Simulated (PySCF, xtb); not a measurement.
O3Zr, SMILES [O]=[Zr]1[O][O]1, multiplicity 1.

Harmonic wavenumbers (cm⁻¹) from GFN2-xTB run with xtb 6.7.1 at its own minimum, in rising order: 159, 187, 575, 583, 786, 927.

Problem. What does PySCF with PBE-D3(BJ)/def2-TZVP give at its own minimum? (An estimate is asked for; the answer gives what the named calculation found.)

Solution. 181, 220, 584, 589, 851, 902. Paired by order, the mean absolute difference is 27 cm⁻¹ and the zero-point energies are 4.6 and 4.8 kcal/mol.
